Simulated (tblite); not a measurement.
benzoquinone (C₆H₄O₂), singlet, at a GFN2-xTB geometry; tblite with GFN1-xTB with ALPB(water).

Input for tblite:
```
$ tblite run mol.xyz --method gfn1 --charge 0 --spin 0 --alpb water --json tblite.json --no-restart

# file mol.xyz
12

O      2.61718484     0.51914830    -0.01082416
C      1.42622774     0.28290845    -0.00589860
C      0.41173671     1.35470827     0.04155026
C     -0.89730690     1.09504462     0.04696421
C     -1.42622774    -0.28290845     0.00589860
O     -2.61718484    -0.51914830     0.01082416
C     -0.41173671    -1.35470827    -0.04155026
C      0.89730690    -1.09504462    -0.04696421
H      0.79604929     2.36494929     0.07169503
H     -1.63787548     1.88215271     0.08176126
H     -0.79604929    -2.36494929    -0.07169503
H      1.63787548    -1.88215271    -0.08176126
```

The log (banner, timings and long lists left out):

```
xTB calculator
 | screened Coulomb repulsion
 | Coulomb electrostatics
 |  * isotropic Klopman-Ohno-Mataga-Nishimoto electrostatics
 |  * onsite third-order electrostatics
 | DFT-D3(BJ) dispersion correction
 | Interactions (3)
 | [1] alpb/gbsa reaction field model
 | [2] cds contribution to solvation
 | [3] empirical free energy shift and standard state/solvent correction

halogen bonding energy    0.0000000000000E+00 Eh
repulsion energy          3.1009240485107E-01 Eh
dispersion energy        -5.2107330914254E-03 Eh
interaction energy        3.4251102262092E-03 Eh
number of electrons       4.0000000000000E+01 e
integral cutoff           1.9731147476801E+01 bohr

------------------------------------------------------------
  cycle        total energy    energy error   density error
------------------------------------------------------------
      1     -23.76521612502  -2.4073523E+01   7.3568970E-01
      2     -24.16427061295  -3.9905449E-01   4.0408087E-01
      3     -24.16709439445  -2.8237815E-03   1.8525223E-01
      4     -24.16782735289  -7.3295844E-04   1.8860216E-02
      5     -24.16846745112  -6.4009823E-04   4.8465971E-03
      6     -24.16846711072   3.4039525E-07   4.6511054E-03
      7     -24.16852217725  -5.5066530E-05   1.3308681E-04
      8     -24.16852220990  -3.2648718E-08   6.0678331E-05
      9     -24.16852221815  -8.2526697E-09   7.4345839E-07
------------------------------------------------------------

electronic energy        -2.4476829000140E+01 Eh
total energy             -2.4168522218155E+01 Eh

Post processing:
 | Mayer-Wiberg bond orders

[Info] JSON dump of results written to 'tblite.json'
```
